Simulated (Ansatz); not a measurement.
C₂H₇BO⁺, that is BMe2(OH) with one electron fewer. The state is a doublet with charge 1. Geometry PBE0-D4/def2-SVP, that of the neutral singlet; atoms count from 1.

```xyz
11

B    -0.163   -0.274    0.243
C     0.178    1.009    1.089
H     1.196    1.379    0.885
H     0.064    0.848    2.170
H    -0.503    1.828    0.795
C     0.148   -0.356   -1.306
H    -0.252   -1.249   -1.813
H     1.241   -0.347   -1.461
H    -0.234    0.535   -1.831
O    -0.740   -1.315    0.904
H    -0.934   -2.059    0.324
```

Estimate the Mulliken populations from the PBE0/def2-TZVP orbitals of Ansatz.


```tsv
atom	charge (e)	spin (α − β)
B1	0.25	0.16
C2	-0.38	0.28
H3	0.21	-0.01
H4	0.24	0.04
H5	0.22	0.00
C6	-0.37	0.33
H7	0.21	0.02
H8	0.23	0.00
H9	0.22	0.00
O10	-0.21	0.18
H11	0.38	0.02
```
Mulliken values depend strongly on the basis.

Where does the spin sit?

Summed by element: B 0.16, C 0.61, H 0.06, O 0.18, of 1 unpaired in all. Largest on single atoms: C6 0.33, C2 0.28, O10 0.18.

And the Mayer bond orders between heavy atoms (over 0.3)?

B1–C2 0.92 (1.57 Å); B1–C6 0.87 (1.58 Å); B1–O10 1.52 (1.36 Å).
